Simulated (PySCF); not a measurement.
C₆H₁₂PSi (charge +1).
Numbering: `[CH2:1]=[CH:2][P@H+:3]1[CH2:4][CH:5]=[C:6]([SiH3:7])[CH2:8]1` (hydrogens: H9, H10 on C1; H11 on C2; H12 on P3; H13, H14 on C4; H15 on C5; H16, H17, H18 on Si7; H19, H20 on C8)

The same species was optimised twice, with GFN2-xTB and with PBE0-D3(BJ)/def2-SVP (PySCF), and the same property calculations (PySCF, gas phase) were run on both structures.

```csv
coordinate,GFN2-xTB,PBE0-D3(BJ)/def2-SVP,change
C5=C6 (Å),1.324,1.344,+0.020
C6–Si7 (Å),1.909,1.895,-0.014
C1=C2 (Å),1.326,1.337,+0.011
C2–P3 (Å),1.788,1.778,-0.010
C4–C5 (Å),1.514,1.509,-0.005
C6–C8 (Å),1.513,1.516,+0.003
P3–C4 (Å),1.822,1.824,+0.002
P3–C8 (Å),1.827,1.827,0.000
C5–C6–Si7 (°),125.5,123.7,-1.8
Si7–C6–C8 (°),118.5,120.3,+1.8
C1–C2–P3 (°),123.6,122.5,-1.1
P3–C8–C6 (°),104.3,103.5,-0.8
C4–P3–C8 (°),96.8,97.4,+0.6
C2–P3–C8 (°),113.2,113.8,+0.6
C2–P3–C4 (°),112.9,113.3,+0.4
P3–C4–C5 (°),102.8,102.4,-0.4
C1–C2–P3–C4 (°),126,126,0
```

Rotational constants: A = 3387, B = 712.2, C = 644.8 MHz (GFN2-xTB) against A = 3333, B = 716.5, C = 649.7 MHz (PBE0-D3(BJ)/def2-SVP). Point groups within 0.08 Å: C1 and C1. Atoms that the bonding makes alike are paired by their places after alignment.

On the GFN2-xTB structure: HOMO (eV) -11.64 [PBE0/pcSseg-1]; LUMO (eV) -5.51 [PBE0/pcSseg-1]; GIAO shielding of C1 (ppm) 28.6 [PBE0/pcSseg-1]; GIAO shielding of C2 (ppm) 67.1 [PBE0/pcSseg-1]; GIAO shielding of P3 (ppm) 314.7 [PBE0/pcSseg-1]; GIAO shielding of C4 (ppm) 149.7 [PBE0/pcSseg-1]; GIAO shielding of C5 (ppm) 44.8 [PBE0/pcSseg-1]; GIAO shielding of C6 (ppm) 40.2 [PBE0/pcSseg-1]; GIAO shielding of Si7 (ppm) 420.5 [PBE0/pcSseg-1]; GIAO shielding of C8 (ppm) 147.7 [PBE0/pcSseg-1].

Task: What do these properties become on the PBE0-D3(BJ)/def2-SVP structure?

Result: 
| property | level | on GFN2-xTB | on PBE0-D3(BJ)/def2-SVP | change |
| --- | --- | --- | --- | --- |
| HOMO (eV) | PBE0/pcSseg-1 | -11.64 | -11.64 | 0.00 |
| LUMO (eV) | PBE0/pcSseg-1 | -5.51 | -5.60 | -0.09 |
| energy, GFN2-xTB geometry as zero (kcal/mol) | PBE0/pcSseg-1 | 0.0 | -1.5 | -1.5 |
| GIAO shielding of C1 (ppm) | PBE0/pcSseg-1 | 28.6 | 24.0 | -4.6 |
| GIAO shielding of C2 (ppm) | PBE0/pcSseg-1 | 67.1 | 65.7 | -1.4 |
| GIAO shielding of P3 (ppm) | PBE0/pcSseg-1 | 314.7 | 305.1 | -9.6 |
| GIAO shielding of C4 (ppm) | PBE0/pcSseg-1 | 149.7 | 150.1 | +0.4 |
| GIAO shielding of C5 (ppm) | PBE0/pcSseg-1 | 44.8 | 39.4 | -5.4 |
| GIAO shielding of C6 (ppm) | PBE0/pcSseg-1 | 40.2 | 37.3 | -2.9 |
| GIAO shielding of Si7 (ppm) | PBE0/pcSseg-1 | 420.5 | 418.1 | -2.4 |
| GIAO shielding of C8 (ppm) | PBE0/pcSseg-1 | 147.7 | 148.6 | +0.9 |

The heavy atoms differ by 0.031 Å rms after alignment. Among bonds between heavy atoms C5=C6 changes most (+0.020 Å). Changes are differences of the printed values. Neither structure is proved a minimum here. One conformer (not necessarily the lowest) at the PBE0-D3(BJ)/def2-SVP geometry, without solvent, vibrations or thermal averaging.
